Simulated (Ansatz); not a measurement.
Geometry optimisation, RKS B3LYP-D4/def2-SVP in Ansatz 0.2.0.

The input (input.yaml):

```yaml
crystal:
  periodic: [false, false, false]
  atoms:
    - { symbol: Zr, position_ang: [0.077747, 0.494828, -0.518908] }
    - { symbol: "N", position_ang: [0.451959, -0.021778, 2.809983] }
    - { symbol: H, position_ang: [-0.304577, -0.375653, 3.396731] }
    - { symbol: H, position_ang: [1.327149, -0.148737, 3.319964] }
    - { symbol: Cl, position_ang: [2.244951, -0.414518, -0.743158] }
    - { symbol: F, position_ang: [-0.30381, 1.338374, -2.173254] }
    - { symbol: F, position_ang: [-1.283263, -0.816949, -0.332609] }
    - { symbol: F, position_ang: [-0.020964, 1.934931, 0.797552] }
    - { symbol: H, position_ang: [0.305209, 1.000401, 2.681599] }
basis:
  gaussian: { orbitals: def2-SVP }
hamiltonian:
  xc: b3lyp
  dispersion: d4
relax:
  f_tol: 0.03
  max_steps: 50
```

Launched with:

```bash
$ ansatz run input.yaml --threads 4 --pin off --max-ram 5120MiB --backend cpu --events-out ev --progress --plain --runs-dir out
```

Q: Where does it end, and by what steps?

A: The run converged. After 8 steps the energy has fallen by 0.786 eV; H4 moved furthest, 0.79 Å. Joined: Zr1–N2 (3.39 → 2.46 Å).

| step | energy less start (eV) | largest force component (eV/Å) | accepted |
| --- | --- | --- | --- |
| 0 | 0.0000 | 1.171 | yes |
| 1 | -0.2286 | 0.819 | yes |
| 2 | -0.4927 | 1.556 | yes |
| 3 | -0.6704 | 1.246 | yes |
| 4 | -0.7406 | 0.775 | yes |
| 5 | -0.7758 | 0.265 | yes |
| 6 | -0.7796 | 0.242 | yes |
| 7 | -0.7850 | 0.102 | yes |
| 8 | -0.7856 | 0.006 | yes |

```xyz
9
Properties=species:S:1:pos:R:3
Zr 0.104 0.554 -0.060
N 0.401 0.099 2.344
H -0.324 -0.532 2.694
H 1.303 -0.333 2.553
Cl 2.324 -0.332 -0.205
F -0.237 0.952 -1.898
F -1.321 -0.695 0.246
F -0.100 2.318 0.668
H 0.344 0.960 2.895
```

Whether the end is a true minimum wasn't checked by a vibrational analysis.

Run time: 23 s on 4 threads of Arm Neoverse V2 (shared host), peak memory 0.31 GiB.
